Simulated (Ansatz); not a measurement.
Single points on Hg4O5.

```yaml
crystal:
  periodic: [false, false, false]
  atoms:
    - {symbol: Hg, position_ang: [-2.149707, -0.051393, -1.355480]}
    - {symbol: Hg, position_ang: [0.454922, -1.056993, -2.159051]}
    - {symbol: Hg, position_ang: [2.202782, 0.371403, -0.145962]}
    - {symbol: Hg, position_ang: [-3.460690, 1.202615, 1.456169]}
    - {symbol: O, position_ang: [0.132092, -1.385376, 0.419634]}
    - {symbol: O, position_ang: [1.180842, 0.865288, 1.623594]}
    - {symbol: O, position_ang: [-0.784362, -0.653490, 0.901195]}
    - {symbol: O, position_ang: [2.492974, -0.326676, -2.009697]}
    - {symbol: O, position_ang: [-0.068863, 1.034631, 1.269608]}
basis:
  gaussian: {orbitals: def2-SVP, initial_orbitals: start.molden}
hamiltonian: {xc: pbe, dispersion: d4}
scf: {omitted_lower_state_checks: [starts]}
output: {orbitals: {seedname: orbitals}}
```

The file start.molden holds the orbitals of an earlier run on this structure, at another level or in another basis.

```sh
$ ansatz run in.yaml --threads 4 --pin off --events-out ev --progress --plain --max-ram 4787MiB
```

It prints (some lines left out):

```
Functional definition: PBE
1967 factors; their error is unknown
mean field evaluation 1: about -26919.7031 eV, gradient 1.8e1 eV
mean field evaluation 2: about -26920.5131 eV, gradient 8.2e-1 eV
mean field evaluation 4: about -26920.4268 eV, gradient 3.2e-1 eV
mean field evaluation 8: about -26920.4269 eV, gradient 1.5e-5 eV
mean field -26920.42687203 eV, -989.3074402263 hartree, gradient 1.5e-5 eV, S^2 0.000000; 0 other end points of the search recorded, 0 dependent functions left out
reference -26920.42692165 eV, -989.3074420500 hartree; 60, 60 occupied and 138, 138 virtual orbitals, 1967 factors
Total energy: -26920.89836645 eV, -989.3247673268 hartree
Checks for a lower state left out: starts
```

It took 5.5 s on 4 threads of Arm Neoverse V2 on a shared host.

As the first input, with `gaussian: {orbitals: def2-TZVP, initial_orbitals: start.molden}`, `output: {forces: true, orbitals: {seedname: orbitals}}` (abridged; 10 s):

```
Functional definition: PBE
mean field -26933.66374495 eV, -989.7938863340 hartree, gradient 1.2e-5 eV, S^2 0.000000
Total energy: -26934.13525691 eV, -989.8112140788 hartree
Atom 0 force     0.038599    -0.023266    -0.038546 eV/Å
Atom 1 force    -0.151533     0.122222    -0.005237 eV/Å
Atom 2 force     0.041224     0.002098    -0.173704 eV/Å
Atom 3 force    -0.019844    -0.009887    -0.078260 eV/Å
Atom 4 force     0.089155    -0.274264     0.071386 eV/Å
Atom 5 force     0.299163    -0.038265     0.201898 eV/Å
Atom 6 force    -0.332026    -0.194853     0.151293 eV/Å
Atom 7 force     0.248566     0.005016    -0.161304 eV/Å
Atom 8 force    -0.213304     0.411200     0.032473 eV/Å
Dipole moment:    -0.555770     0.017951    -0.302165 e Å
Checks for a lower state left out: starts
```

As the first input, with `gaussian: {orbitals: def2-TZVP, initial_orbitals: start.molden}`, `hamiltonian: {xc: {name: wB97X-V}}` (abridged; 45 s):

```
Functional definition: wB97X-V
the host lacks memory for fits, so the integrals are decomposed
mean field -26929.49235073 eV, -989.6405904239 hartree, gradient 2.1e-5 eV, S^2 0.000000
Total energy: -26929.49234743 eV, -989.6405903024 hartree
Checks for a lower state left out: starts
```

As the first input, with `gaussian: {orbitals: def2-TZVP, initial_orbitals: start.molden}`, `correlation: {method: mp2}` and without the key `hamiltonian` (abridged; 68 s):

```
Functional definition: HF
mean field -26778.65611582 eV, -984.0974610315 hartree, gradient 2.0e-6 eV, S^2 0.000000; unrestricted orbitals would lower it
mean field evaluation 16: about -26780.5766 eV, gradient 3.3e0 eV
unrestricted determinant -26781.70472833 eV, -984.2094954748 hartree, S^2 2.0219
5 core orbitals not correlated: weight in the atoms' cores, before any rotation towards them, 1.000 or more for the frozen orbitals, at most 0.000 for the correlated occupied ones
second order -84.28389358 eV of doubles, -0.00000000 eV of singles
Total energy: -26862.94000940 eV, -987.1948369907 hartree
Checks for a lower state left out: starts
```

First input, but with `gaussian: {orbitals: def2-TZVP, initial_orbitals: start.molden}`, `hamiltonian: {xc: {name: B97M-V}}` (abridged; 33 s):

```
Functional definition: B97M-V
mean field -26934.67352211 eV, -989.8309949600 hartree, gradient 2.6e-5 eV, S^2 0.000000
Total energy: -26934.67362073 eV, -989.8309985844 hartree
Checks for a lower state left out: starts
```

As the first input, with `gaussian: {orbitals: def2-TZVP, initial_orbitals: start.molden}`, `hamiltonian: {xc: pbe0, dispersion: d4}` (abridged; 27 s):

```
Functional definition: PBE0
mean field -26926.49903912 eV, -989.5305882511 hartree, gradient 1.5e-5 eV, S^2 0.000000
Total energy: -26926.91198271 eV, -989.5457636482 hartree
Checks for a lower state left out: starts
```

As the first input, with `gaussian: {orbitals: def2-TZVP, initial_orbitals: start.molden}`, `hamiltonian: {xc: pbe}`, `correlation: {method: rpa}` and without the key `output` (abridged; 74 s):

```
Functional definition: PBE
mean field -26933.66365634 eV, -989.7938830777 hartree, gradient 2.3e-6 eV, S^2 0.000000; unrestricted orbitals would lower it
mean field evaluation 16: about -26779.7326 eV, gradient 1.3e1 eV
5 core orbitals not correlated: weight in the atoms' cores, before any rotation towards them, 1.000 or more for the frozen orbitals, at most 0.000 for the correlated occupied ones
Total energy: -26887.49292892 eV, -988.0971401405 hartree
Checks for a lower state left out: starts
```

Geometry: B3LYP-D4/def2-SVP.

In the def2 sets Hg takes a core potential; there is no spin–orbit coupling. Correlated methods freeze 5 core orbitals; core or outer-core shells of Hg are correlated, in sets that lack core-valence functions. The structure holds 2 bonds between oxygen atoms, so isomers without such links may lie far lower. The restricted singlet is unstable towards broken spin symmetry at other levels; at PBE-D4/def2-SVP, ωB97X-V/def2-TZVP, B97M-V/def2-TZVP, PBE0-D4/def2-TZVP this wasn't settled. At PBE-D4/def2-TZVP, MP2/def2-TZVP, RPA@PBE/def2-TZVP the restricted singlet (for correlated methods, its reference) is unstable: a solution with broken spin symmetry lies lower. Another isomer (singlet) lies 1.73 eV lower at PBE0-D4/def2-TZVP; other spin states weren't run for this one.
